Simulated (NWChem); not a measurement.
The numbers come from NWChem runs, not from measurements. System: HClSi, charge 0, spin multiplicity 1, at a geometry optimised with PBE0/def2-SVP. The structure started from a generated list of species. Level: CAM-B3LYP/def2-TZVP.

The NWChem input:

```
start mol
memory heap 200 mb stack 900 mb global 1100 mb
geometry units angstroms nocenter noautoz
  Si    -0.750692    -0.813678     0.000000
  H      0.327639    -1.910612     0.000000
  Cl     0.598944     0.782477     0.000000
  symmetry group Cs
end
basis spherical
  * library def2-tzvp
end
dft
  xc xcamb88 1.00 lyp 0.81 vwn_5 0.19 hfexch 1.00
  cam 0.33 cam_alpha 0.19 cam_beta 0.46
  direct
  iterations 100
end
task dft energy
```

NWChem printed:

```
             Northwest Computational Chemistry Package (NWChem) 7.3.0
             --------------------------------------------------------

                                NWChem Input Module
                                -------------------

 Scaling coordinates for geometry "geometry" by  1.889725989
 (inverse scale =  0.529177249)

 Turning off AUTOSYM since
 SYMMETRY directive was detected!

                             Geometry "geometry" -> ""
                             -------------------------

 Output coordinates in angstroms (scale by  1.889725989 to convert to a.u.)

  No.       Tag          Charge          X              Y              Z
 ---- ---------------- ---------- -------------- -------------- --------------
    1 Si                  14.0000    -0.75069200    -0.81367800     0.00000000
    2 H                    1.0000     0.32763900    -1.91061200     0.00000000
    3 Cl                  17.0000     0.59894400     0.78247700     0.00000000

 Effective nuclear repulsion energy (a.u.)      68.3925090757

            Nuclear Dipole moment (a.u.)
            ----------------------------
        X                 Y               Z
 ---------------- ---------------- ----------------
    -0.0000018897     0.0000094486     0.0000000000

      Symmetry information
      --------------------

 Group name             Cs
 Group number              2
 Group order               2
 No. of unique centers     3

      Symmetry unique atoms

     1    2    3


 Summary of "ao basis" -> "" (spherical)
 ------------------------------------------------------------------------------
       Tag                 Description            Shells   Functions and Types
 ---------------- ------------------------------  ------  ---------------------
 *                         def2-tzvp                  on all atoms

                                 NWChem DFT Module
                                 -----------------

 Summary of "ao basis" -> "ao basis" (spherical)
 ------------------------------------------------------------------------------
       Tag                 Description            Shells   Functions and Types
[...]
              MO Center= -6.6D-01, -7.0D-01, -2.3D-15, r^2= 3.0D+00
   Bfn.  Coefficient  Atom+Function         Bfn.  Coefficient  Atom+Function
  ----- ------------  ---------------      ----- ------------  ---------------
     5      0.417807  1 Si s                  4      0.348240  1 Si s
    15     -0.309365  1 Si px                58      0.250611  3 Cl px
    61      0.218711  3 Cl px                 3     -0.197944  1 Si s
    39     -0.190297  2 H  s                 40     -0.189703  2 H  s
    18     -0.174923  1 Si px                12     -0.126290  1 Si px

 Vector   17  Occ=0.000000D+00  E=-6.907369D-02  Symmetry=a"
              MO Center= -6.6D-01, -7.6D-01,  2.8D-15, r^2= 3.1D+00
   Bfn.  Coefficient  Atom+Function         Bfn.  Coefficient  Atom+Function
  ----- ------------  ---------------      ----- ------------  ---------------
    20      0.563259  1 Si pz                17      0.443930  1 Si pz
    63     -0.236880  3 Cl pz                14      0.165906  1 Si pz
     8     -0.159625  1 Si pz                60     -0.158171  3 Cl pz
    57     -0.096429  3 Cl pz                11     -0.076140  1 Si pz
    51      0.068254  3 Cl pz                54      0.033130  3 Cl pz

 Vector   18  Occ=0.000000D+00  E= 3.335136D-02  Symmetry=a'
              MO Center= -7.9D-01, -7.8D-01,  4.2D-15, r^2= 4.6D+00
   Bfn.  Coefficient  Atom+Function         Bfn.  Coefficient  Atom+Function
  ----- ------------  ---------------      ----- ------------  ---------------
    19      0.964036  1 Si py                48     -0.613480  3 Cl s
    40      0.365973  2 H  s                 61      0.318110  3 Cl px
    18      0.300191  1 Si px                16      0.293836  1 Si py
    62      0.264811  3 Cl py                 5      0.158290  1 Si s
    47     -0.146785  3 Cl s                  4      0.144370  1 Si s

 Vector   19  Occ=0.000000D+00  E= 8.729530D-02  Symmetry=a'
              MO Center= -6.9D-01, -8.1D-01, -9.9D-15, r^2= 5.0D+00
   Bfn.  Coefficient  Atom+Function         Bfn.  Coefficient  Atom+Function
  ----- ------------  ---------------      ----- ------------  ---------------
    40      1.817621  2 H  s                 18     -1.167954  1 Si px
     5     -1.140003  1 Si s                 19      0.687283  1 Si py
     4     -0.383165  1 Si s                 62     -0.322352  3 Cl py
    48      0.274328  3 Cl s                 15     -0.199752  1 Si px
     3      0.186317  1 Si s                 16      0.110823  1 Si py

 center of mass
 --------------
 x =   0.00805277 y =   0.07896942 z =   0.00000000

 moments of inertia (a.u.)
 ------------------
         155.342890015661        -117.256368244161           0.000000000000
        -117.256368244161         101.481130811471           0.000000000000
           0.000000000000           0.000000000000         256.824020827132

     Multipole analysis of the density
     ---------------------------------

     L   x y z        total         alpha         beta         nuclear
     -   - - -        -----         -----         ----         -------
     0   0 0 0     -0.000000    -16.000000    -16.000000     32.000000

     1   1 0 0     -0.230190     -0.115094     -0.115094     -0.000002
     1   0 1 0     -0.389520     -0.194765     -0.194765      0.000009
     1   0 0 1     -0.000000     -0.000000     -0.000000      0.000000

     2   2 0 0    -21.304053    -35.819750    -35.819750     50.335446
     2   1 1 0      0.607719    -28.073120    -28.073120     56.753958
     2   1 0 1      0.000000      0.000000      0.000000      0.000000
     2   0 2 0    -19.814398    -51.560163    -51.560163     83.305927
     2   0 1 1      0.000000      0.000000      0.000000      0.000000
     2   0 0 2    -18.023869     -9.011934     -9.011934      0.000000

 Task  times  cpu:       20.5s     wall:       20.5s

 Total times  cpu:       20.5s     wall:       20.5s
```
